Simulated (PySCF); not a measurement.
# How methods differ on the ionisation energy of Hg

Hg [Xe] 4f14 5d10 6s2 (1S) → Hg⁺ [Xe] 4f14 5d10 6s1 (2S), as a difference of total energies. Calculation: PySCF 2.14, in aug-cc-pVDZ-PP with ECP60MDF (5s5p4d2f, 54 functions); a scalar-relativistic core potential. Correlated levels: valence: 5s2 5p6 frozen. The calculations carry no spin-orbit coupling.

```
           method  ionisation energy (eV)  error (eV)
              UHF                   8.541      -1.897
           M06-2X                   9.927      -0.511
             BP86                  10.692      +0.254
    MP2 (valence)                  10.365      -0.073
SCS-MP2 (valence)                  10.307      -0.131
```

Reference: 10.438 eV (measured; NIST Atomic Spectra Database, ionization energies).

Errors of the correlated levels include the incompleteness of this basis and the frozen core.
